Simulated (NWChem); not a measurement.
Species: toluene (C$_{7}$H$_{8}$); SMILES Cc1ccccc1

```xyz
15

C      0.0000     2.4179    -0.0093
C      0.0001     0.9158     0.0110
C     -1.2007     0.1950     0.0083
C     -1.2036    -1.1987    -0.0016
C     -0.0001    -1.9023    -0.0070
C      1.2035    -1.1989    -0.0015
C      1.2008     0.1949     0.0083
H      0.8935     2.8290     0.4830
H     -0.8872     2.8291     0.4942
H     -0.0063     2.7996    -1.0443
H     -2.1510     0.7372     0.0160
H     -2.1539    -1.7390    -0.0014
H     -0.0002    -2.9950    -0.0114
H      2.1537    -1.7393    -0.0013
H      2.1512     0.7370     0.0159
```
Atoms are numbered in this order, from 1.

All runs: NWChem. Geometry: optimised at PBE0/def2-SVP. Total energies compare along this basis series because the functional is fixed.

| level | basis functions | energy (Ha) | highest occupied level (eV) | orbital gap (eV) | dipole (D) |
|---|---|---|---|---|---|
| Hartree-Fock/pcseg-1 | 138 | -269.6642 | -8.89 | 12.29 | 0.40 |
| Hartree-Fock/pcseg-2 | 322 | -269.8170 | -8.82 | 11.48 | 0.39 |
| Hartree-Fock/STO-3G | 43 | -266.4737 | -7.26 | 14.56 | 0.26 |
| Hartree-Fock/def2-SVP | 138 | -269.5447 | -8.83 | 12.48 | 0.36 |
